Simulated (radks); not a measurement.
Spherical quantum dot in the effective-mass picture: electrons in a parabolic well V = omega^2 r^2 / 2 with omega = 1.01, with a point charge +2 (a donor) at the centre, all in effective atomic units (hartree* = m*/eps^2 hartree, bohr* = eps/m* bohr), one dielectric constant everywhere. Calculated with a radial shooting solver with Libxc functionals: non-relativistic Kohn-Sham, LDA (Slater exchange, Perdew-Wang correlation), spin-polarised, spherical densities. Levels are named by radial order and angular momentum (1s, 1p, 1d, 2s, ...), and open shells are averaged over m. Each electron was tried in the lowest free levels, single moves between levels near the top were tried too, and the lowest total energy was kept; such a search can miss a lower state. At N = 1 the Hartree and exchange-correlation terms need not cancel, so that row can carry a self-interaction error.

| N | open shells | 2S | E (hartree*) | mu = E(N) - E(N-1) (hartree*) | addition energy mu(N+1) - mu(N) (hartree*) | e(HOMO) (hartree*) | rms radius (bohr*) |
|---|---|---|---|---|---|---|---|
| 1 | 1s(up 1, down 0) | 1 | -1.61361 | -1.6136 | 1.270 | -1.1141 | 0.7442 |
| 2 | none | 0 | -1.95758 | -0.34397 | 2.675 | 0.097088 | 0.8289 |
| 3 | 1p(up 1, down 0) | 1 | 0.373247 | 2.3308 | 0.5233 | 2.5885 | 1.110 |
| 4 | 1p(up 2, down 0) | 2 | 3.22737 | 2.8541 | 0.5297 | 3.1200 | 1.254 |
| 5 | 1p(up 3, down 0) | 3 | 6.61124 | 3.3839 | 0.6660 | 3.6461 | 1.353 |
| 6 | 1p(up 3, down 1) | 2 | 10.6611 | 4.0498 | 0.4687 | 4.2823 | 1.436 |
| 7 | 1p(up 3, down 2) | 1 | 15.1796 | 4.5185 | 0.4716 | 4.7549 | 1.504 |
| 8 | none | 0 | 20.1697 | 4.9901 | 0.7707 | 5.2242 | 1.565 |
| 9 | 2s(up 1, down 0) | 1 | 25.9304 | 5.7608 | 0.4708 | 5.9751 | 1.640 |
| 10 | none | 0 | 32.1620 | 6.2316 | 0.8618 | 6.4428 | 1.707 |
| 11 | 1d(up 1, down 0) | 1 | 39.2553 | 7.0933 | 0.3870 | 7.2873 | 1.771 |
| 12 | 1d(up 2, down 0) | 2 | 46.7357 | 7.4804 | 0.3838 | 7.6729 | 1.827 |
| 13 | 1d(up 3, down 0) | 3 | 54.5999 | 7.8642 | 0.3799 | 8.0548 | 1.878 |
| 14 | 1d(up 4, down 0) | 4 | 62.8440 | 8.2441 | 0.3757 | 8.4327 | 1.925 |
| 15 | 1d(up 5, down 0) | 5 | 71.4638 | 8.6198 | 0.4635 | 8.8063 | 1.969 |
| 16 | 1d(up 5, down 1) | 4 | 80.5472 | 9.0834 | 0.3568 | 9.2621 | 2.010 |
| 17 | 1d(up 5, down 2) | 3 | 89.9874 | 9.4402 | 0.3546 | 9.6179 | 2.049 |
| 18 | 1d(up 5, down 3) | 2 | 99.7821 | 9.7948 | 0.3518 | 9.9712 | 2.086 |
| 19 | 1d(up 5, down 4) | 1 | 109.929 | 10.147 | 0.3487 | 10.322 | 2.121 |
| 20 | none | 0 | 120.424 | 10.495 | 0.9564 | 10.669 | 2.155 |
| 21 | 1f(up 1, down 0) | 1 | 131.876 | 11.452 | 0.3207 | 11.612 | 2.195 |
| 22 | 1f(up 2, down 0) | 2 | 143.648 | 11.772 | 0.3187 | 11.932 | 2.233 |
| 23 | 1f(up 3, down 0) | 3 | 155.739 | 12.091 | 0.3167 | 12.250 | 2.268 |
| 24 | 1f(up 4, down 0) | 4 | 168.147 | 12.408 | 0.3146 | 12.565 | 2.302 |
| 25 | 1f(up 5, down 0) | 5 | 180.869 | 12.722 | 0.3124 | 12.879 | 2.334 |
| 26 | 1f(up 6, down 0) | 6 | 193.904 | 13.035 | 0.3102 | 13.190 | 2.365 |
| 27 | 1f(up 7, down 0) | 7 | 207.249 | 13.345 | 0.3449 | 13.499 | 2.395 |
| 28 | 1f(up 7, down 0) 2p(up 1, down 0) | 8 | 220.939 | 13.690 | 0.3157 | 13.848 | 2.424 |
| 29 | 1f(up 7, down 0) 2p(up 2, down 0) | 9 | 234.945 | 14.006 | - | 14.163 | 2.452 |

All shells are closed at N = 2, 8, 10, 20 (there: 1s2 1p6 1d10 2s2); the second difference of the energy has clear peaks (12 % above both neighbours; the first and last values, which can be the largest, are not judged, and half-filled shells can peak too) at N = 2, 5, 8, 10, 15, 20.
